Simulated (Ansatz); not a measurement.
`CC(C)[O][InH][F]` + `[NH2][AlH][Cl]` → `CC(C)[NH][AlH][Cl]` + `[OH][InH][F]`  (substitution at a C–O bond)

Isolated molecules relaxed with PBE0-D4/def2-TZVP in Ansatz; ΔE leaves out vibrations. CCSD(T)/CBS adds triple-zeta CCSD(T) − MP2 to the extrapolated MP2 energy (def2 sets, frozen cores). Functionals use def2-TZVPP. B3LYP here is the variant with VWN-RPA as its local correlation; programs differ in this. def2 core potentials past Kr. For In outer-core shells are correlated without core-valence functions, which leaves a few kJ/mol of doubt a bond. One conformer a species, not always the lowest.

```tsv
level	ΔE (kJ/mol)
B3LYP-D4	-3.9
B2PLYP	-5.6
PBE	-6.3
PBE0	-7.1
B3LYP	-4.7
CCSD(T)/def2-TZVPP	-5.4
SCS-MP2/def2-QZVPP	-7.5
HF/CBS(def2)	-3.5
```

**Question.** What does CCSD(T)/CBS give? (Estimate.)

**Answer.** Ansatz gave: -3.9 kJ/mol. The listed levels differ from it by 0.0, -1.7, -2.4, -3.2, -0.8, -1.5, -3.6, 0.4 kJ/mol.

Largest T1 diagnostic among the species: 0.017.
